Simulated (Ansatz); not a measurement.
Cd₁₃H₃₄S₁₃⁺. Total charge 1; doublet. Geometry PBE-D4/def2-SVP, that of the neutral singlet; atoms count from 1.

Cartesian coordinates in Å:
```
Cd 0.458 -3.003 -4.869
S -0.549 -4.220 -2.694
S -1.056 -0.613 -4.464
Cd 1.585 -0.250 -3.651
S 1.003 3.173 -1.871
Cd 0.135 -2.830 -0.714
S 1.550 -3.695 1.254
S 1.231 -0.594 -1.043
Cd 3.788 -0.441 -0.443
Cd 0.733 4.916 1.339
S 2.609 2.715 1.122
Cd 4.289 -3.288 0.819
S 3.521 -0.786 2.319
Cd -3.264 0.479 -3.787
S -2.324 3.161 -3.645
Cd -4.292 -1.289 -0.417
S -2.253 -2.635 0.527
S -2.576 0.469 -1.146
Cd -0.161 1.225 -0.051
Cd -3.155 4.427 0.389
S -1.014 3.077 1.367
Cd -2.157 -1.731 3.123
S -0.110 -0.481 2.471
Cd 1.763 -2.204 3.552
Cd 0.005 3.208 3.944
S 3.267 1.641 4.656
H 1.890 -2.017 -4.094
H 0.222 -3.740 -6.385
H 0.429 -5.162 -2.576
H -3.456 -3.063 -2.773
H -1.010 -0.219 -5.766
H 2.152 1.346 -3.992
H 1.554 2.326 -2.843
H -0.046 3.531 -2.673
H 1.273 -5.008 1.491
H -0.812 -4.461 3.095
H 4.834 0.810 -0.935
H 1.361 6.407 0.864
H 3.885 3.119 0.866
H 2.884 2.365 2.431
H 4.069 -2.361 -0.707
H 5.151 -4.318 1.847
H 4.704 -1.012 2.955
H -4.911 0.392 -4.196
H -3.296 3.877 -4.278
H -2.906 3.374 -2.364
H -4.096 -2.711 -3.019
H -5.949 -1.570 -0.352
H -2.698 -3.921 0.591
H -3.242 1.649 -0.876
H -3.417 5.739 1.430
H -3.480 3.411 -1.018
H -1.316 -4.631 3.652
H -3.422 -2.181 4.134
H -0.216 0.467 3.467
H 1.459 -2.871 5.082
H 0.781 4.731 3.576
H -0.462 1.807 4.790
H 2.917 2.557 5.607
H 2.144 0.907 4.884
```

In the def2 sets Cd takes a core potential; there is no spin–orbit coupling. Single mean-field runs in def2-TZVP are fitted with def2-universal-jkfit. In the doublet geometry the species has come apart into loosely held pieces.

Question: Estimate the Mulliken populations of the heavy atoms from the PBE0/def2-TZVP orbitals of Ansatz.

Answer: 
```csv
atom,charge (e),spin (α − β),d electrons
Cd1,0.45,0.00,9.98
S2,-0.52,0.00,–
S3,-0.61,0.06,–
Cd4,0.49,0.00,9.98
S5,-0.31,0.03,–
Cd6,0.81,0.00,10.01
S7,-0.63,0.00,–
S8,-0.86,0.08,–
Cd9,0.49,0.00,9.98
Cd10,0.52,-0.01,9.98
S11,-0.37,0.02,–
Cd12,0.40,0.00,9.97
S13,-0.67,0.02,–
Cd14,0.54,0.00,9.98
S15,-0.34,0.01,–
Cd16,0.54,0.00,9.97
S17,-0.62,0.00,–
S18,-0.63,0.05,–
Cd19,0.94,-0.01,10.03
Cd20,0.42,0.01,9.95
S21,-0.71,0.34,–
Cd22,0.53,0.00,9.97
S23,-0.64,0.00,–
Cd24,0.55,0.00,9.98
Cd25,0.36,0.03,9.95
S26,-0.29,0.01,–
```
Mulliken values depend strongly on the basis.

Question: Where does the spin sit?

Answer: Summed by element: Cd 0.02, S 0.62, H 0.36, of 1 unpaired in all. Largest on single atoms: S21 0.34, S8 0.08, H57 0.08.

Question: And the Mayer bond orders between heavy atoms (over 0.3)?

Answer: Cd1–S2 0.42 (2.69 Å); S2–Cd6 0.64 (2.51 Å); S3–Cd14 0.49 (2.55 Å); Cd4–S8 0.36 (2.65 Å); S5–Cd19 0.30 (2.91 Å); Cd6–S7 0.45 (2.57 Å); Cd6–S8 0.49 (2.51 Å); Cd6–S17 0.31 (2.70 Å); S8–Cd9 0.36 (2.63 Å); S8–Cd19 0.49 (2.50 Å); Cd10–S21 0.50 (2.54 Å); S13–Cd24 0.44 (2.57 Å); Cd16–S17 0.41 (2.62 Å); Cd16–S18 0.42 (2.56 Å); Cd19–S21 0.47 (2.48 Å); Cd20–S21 0.31 (2.71 Å); Cd22–S23 0.56 (2.49 Å).
